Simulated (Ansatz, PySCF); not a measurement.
Gas-phase reaction in SMILES: CCCCl -> [CH2]C + [CH2]Cl (the C-C bond at the site shown breaks; other sites are not compared here)
Each molecule is optimised on its own at B3LYP-D3(BJ)/def2-TZVP (Ansatz, a first-principles code), one conformer each, not searched for the lowest.

Quantity: bond dissociation energy (electronic energy difference), in kJ/mol. Valence correlation only, unless marked. Open shells are spin-unrestricted. Spin-orbit coupling is left out. Non-relativistic. Basis-set limits of correlation are two-point, X^-3; Hartree-Fock from the larger set. The bracket is a focal-point correction in the basis named.

```
level                        program  bond dissociation energy (kJ/mol)
--------------------  --------------  ---------------------------------
HF/cc-pV(D+d)Z                Ansatz                              277.0
HF/def2-TZVPD                  PySCF                              270.7
r2SCAN-D4/def2-TZVPD  Ansatz + dftd4                              355.9
PBE0/STO-3G                   Ansatz                              504.9
```

Question: Predict the RI-MP2/CBS(cc-pV(T+d)Z,cc-pV(Q+d)Z)+[CCSD(T)-MP2]/cc-pV(T+d)Z result (Ansatz).

Answer: 399.0 kJ/mol, so PBE0/STO-3G differs from it by 105.9 kJ/mol.
